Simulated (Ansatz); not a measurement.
Gas-phase electronic energies from Ansatz, PBE0-D4/def2-TZVP geometries. CCSD(T)/CBS adds triple-zeta CCSD(T) − MP2 to the extrapolated MP2 energy (def2 sets, frozen cores). Functionals use def2-TZVPP. Elements past krypton have def2 core potentials. For As, I outer-core shells are correlated without core-valence functions, which leaves a few kJ/mol of doubt a bond. Scalar relativity is left out up to krypton. Each species was taken in one conformer, which may not be the lowest.

`N[SiH2][AsH]O` + HI → `N[SiH2]I` + `O[AsH2]`  (cleavage of the Si–As bond)

`N[SiH2][AsH]O`:

Cartesian coordinates in Å:
```
N 0.949 0.661 -1.495
Si 0.890 0.341 0.193
As -0.649 -1.366 0.814
O -2.089 -0.309 0.459
H 0.155 1.110 -1.925
H 1.354 -0.019 -2.119
H 0.493 1.597 0.878
H 2.235 -0.114 0.637
H -0.507 -1.017 2.301
H -2.830 -0.884 0.256
```

HI:

Z-matrix (Å, degrees):
```
I
H 1 1.610
```

`N[SiH2]I`:

Z-matrix (Å, degrees):
```
Si
I 1 2.468
N 1 1.704 2 115.5
H 1 1.478 2 105.5 3 -120.0
H 1 1.478 2 105.5 3 120.0
H 3 1.008 1 119.6 2 71.1
H 3 1.008 1 119.5 2 -71.1
```

`O[AsH2]`:

Z-matrix (Å, degrees):
```
As
O 1 1.802
H 1 1.527 2 95.9
H 1 1.527 2 95.9 3 91.9
H 2 0.960 1 107.7 3 134.2
```

```
     level  ΔE (kJ/mol)
r2SCANh-D4        -75.2
    r2SCAN        -74.8
```

Problem. What does CCSD(T)/CBS give? (Best estimate.)

Solution. Ansatz gave: -75.9 kJ/mol. The listed levels differ from it by 0.7, 1.1 kJ/mol.

Problem. What do rigid-rotor, harmonic-oscillator terms from PBE0-D4/def2-TZVP frequencies (298.15 K, 1 bar) make of the CCSD(T)/CBS value? (Best estimate.)

Solution. Computed: ΔZPE = +7.4 kJ/mol, ΔH = -71.7 kJ/mol, ΔS = 10 J/(mol·K), ΔG = -74.7 kJ/mol. Modes under 50 cm⁻¹ make the entropy rough.

Largest T1 diagnostic among the species: 0.012.

From PBE to PBE0 (25 % exact exchange), in def2-TZVPP and without D4, ΔE moves by −4.5 kJ/mol. In def2-TZVPP, CCSD(T) changes the Hartree–Fock value by +16.3 kJ/mol (the triples alone add +1.2 kJ/mol) and MP2 by +8.1 kJ/mol. Leaving LDA and LC-ωPBE aside and taking each functional with its dispersion term where it has one, the values, not all of them listed here, spread over 12.3 kJ/mol, from PBE-QIDH to revPBE-D4. LDA lies +3.1 kJ/mol from PBE without D4.

CCSD(T)/CBS has its own doubt, a few kJ/mol and more with outer-core shells, so smaller differences from it don't rank the levels.
